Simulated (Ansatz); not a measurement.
C₄H₂F₄, SMILES `FCC#CC(F)(F)F`. Total charge 0; spin multiplicity 1. The geometry is a stationary point of PBE0-D4/def2-TZVP.

```xyz
10

F    -2.369   -0.934    1.325
C    -1.665    0.242    1.214
C    -0.499    0.075    0.365
C     0.467   -0.044   -0.333
C     1.645   -0.191   -1.184
F     1.306   -0.519   -2.433
F     2.463   -1.141   -0.725
F     2.337    0.951   -1.238
H    -2.328    1.005    0.793
H    -1.356    0.557    2.216
```

Question: What is the dipole moment at ωB97M-V/def2-TZVPP? (An estimate is asked.)

Answer: Ansatz gave: 2.53 D, with components (-1.23, 1.72, 1.38) D in this frame, pointing from negative to positive charge.

Question: And with PBE, r2SCAN, B3LYP? (Estimate.)

Answer: Computed: PBE 2.37 D, r2SCAN 2.47 D, B3LYP 2.53 D.

Question: Give the Mulliken charges with ωB97M-V, B3LYP, r2SCAN in def2-TZVPP. (Best estimate.)

Answer: Computed: 
```csv
atom,ωB97M-V,B3LYP,r2SCAN
F1,-0.20,-0.22,-0.22
C2,0.03,0.05,0.07
C3,0.04,0.04,0.04
C4,-0.14,-0.14,-0.04
C5,0.48,0.53,0.47
F6,-0.15,-0.16,-0.16
F7,-0.15,-0.16,-0.16
F8,-0.15,-0.16,-0.16
H9,0.12,0.11,0.07
H10,0.12,0.11,0.07
```

B3LYP here is the variant with VWN-RPA as its local correlation; programs differ in this.
